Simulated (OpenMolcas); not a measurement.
Pt2+ (d8) among equal point charges was computed by CASSCF with the d shell active (OpenMolcas, ANO-RCC-VDZP on the metal). Its lowest spin-free states, and all those of the highest spin:

| 2S+1 | Degeneracy | E (cm-1) |
| --- | --- | --- |
| 3 | 1 | 0.0 |
| 3 | 2 | 1028 |
| 3 | 2 | 3749 |
| 1 | 2 | 12627 |
| 1 | 2 | 13433 |
| 3 | 2 | 13941 |
| 1 | 1 | 13970 |
| 3 | 1 | 14642 |
| 1 | 2 | 17942 |
| 1 | 2 | 19324 |
| 3 | 2 | 22015 |
| 1 | 2 | 27493 |

Task: Is the site octahedral, tetrahedral or cube-like, axial, or of lower symmetry?

Result: The states with 2S+1 = 3 have orbital degeneracies 1, 2, 2, 2, 1, 2. There are pairs but no triples, so the site is axial: not cubic, but with a proper or improper axis of order three or more. The run had Pt2+ among 6 point charges of -1.7 e arranged as a trigonal prism (D3h), 1.82 Å from the ion, with a polar angle of 57.0° against the regular 49.1°. The active orbitals were held to one l.

Without dynamic correlation the repulsion within the d shell is too large (B by tens of per cent), so at a given field states of lower spin stand too high. Real 4d8 and 5d8 ions are as a rule square planar and diamagnetic. This is an electrostatic model: the charges have no orbitals. An unlabelled pair can be two single states that coincide in this model. No measured value stands beside these numbers.
